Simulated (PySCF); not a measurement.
**A small calculation by hand: oscillator strength and radiative lifetime**

SiClI, SMILES I[Si]Cl (connectivity only; charge and spin as stated), neutral, multiplicity 1.

The structure is a stationary point at B3LYP-D3(BJ)/def2-TZVP. The def2 effective core potentials stand for the cores of I; spin–orbit coupling is left out.

TDDFT-PBE0/def2-SVPD (PySCF 2.14.0) puts the first singlet state with f over 0.02 at 4.09 eV (vertical), with the transition dipole (0.111, -0.546, 0.000) in atomic units.

Question: Find the oscillator strength, the wavelength and the radiative lifetime that this transition would have in vacuum if emission retraced absorption.

Answer: 
|μ|² = 0.3104 au, so |μ| = 1.42 D. ΔE = 4.09/27.211 = 0.1503 hartree. f = (2/3) ΔE |μ|² = 0.031 (the program prints 0.031).
λ = 1239.84/4.09 = 303 nm; ν = 32988 cm⁻¹.
Einstein's coefficient A = 0.6670 ν² f s⁻¹ (ν in cm⁻¹) = 2.3e7 s⁻¹, so τ = 1/A = 44 ns. This state is S3; the lower singlets have f = 0.007, 0.002. The figure is the radiative limit of this one transition; relaxation, internal conversion, crossing to triplets and a medium change what is measured.
